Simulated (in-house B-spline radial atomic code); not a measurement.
Results of a calculation; reference values are marked as such.
## H in an electron gas of r_s = 3.6: phase shifts, screening and friction

A nucleus sits in a uniform electron gas with a rigid positive background. The Kohn-Sham equations are solved self-consistently in the spin-unpolarised LDA (PW92), non-relativistic, on B-splines with outgoing waves at the boundary and partial waves to l = 8. The model has no lattice, no bands and no magnetic solution. Atomic units; δ_l are the phase shifts at the Fermi level, counted so that each bound state adds π, and good to about 0.0005.

The density parameter is r_s = 3.6 bohr.

```json
{"l": "0", "δ_l (rad)": "1.5102"}
{"l": "1", "δ_l (rad)": "0.0125"}
{"l": "2", "δ_l (rad)": "0.0036"}
{"l": "3", "δ_l (rad)": "0.0006"}
{"l": "4", "δ_l (rad)": "-0.0001"}
{"l": "5", "δ_l (rad)": "0.0000"}
{"l": "6", "δ_l (rad)": "-0.0001"}
{"l": "7", "δ_l (rad)": "-0.0001"}
{"l": "8", "δ_l (rad)": "-0.0001"}
```

Bound levels below the band bottom (hartree): s -0.01019.

**Question.** Check the Friedel sum rule, and say where the screening charge sits.

**Answer.** k_F = (9π/4)^(1/3)/r_s = 0.53310. The rule is Z = (2/π) Σ (2l + 1) δ_l. The terms are s 0.961, p 0.024, d 0.011, f 0.003 and -0.003 beyond, in all 0.996 against Z = 1. Bound states hold 2 s, 0 p, 0 d electrons, so the scattering states carry -1.00 in all; where a term is smaller than its bound count, the bound level has drawn weight out of the band.

**Question.** Find the transport cross section and the electronic stopping of a 0.1 keV H ion (mass 1.01 u).

**Answer.** σ_tr = (4π/k_F²) Σ (l + 1) sin²(δ_l − δ_(l+1)). The terms for l = 0 to 3 are 0.9947, 0.0002, 0.0000, 0.0000, all together 0.9949, so σ_tr = 44.217 × 0.9949 = 43.990 bohr². With n = 3/(4π r_s³) = 0.005117, the friction coefficient is Q = n k_F σ_tr = 0.1200. For v well below v_F = 0.533, dE/dx = Q v; with 24801 eV per u at v = 1, v = √(100/(24801 × 1.01)) = 0.0632, so dE/dx = 0.00758 hartree/bohr = 3.9 eV/nm. The largest term couples the s and p waves.
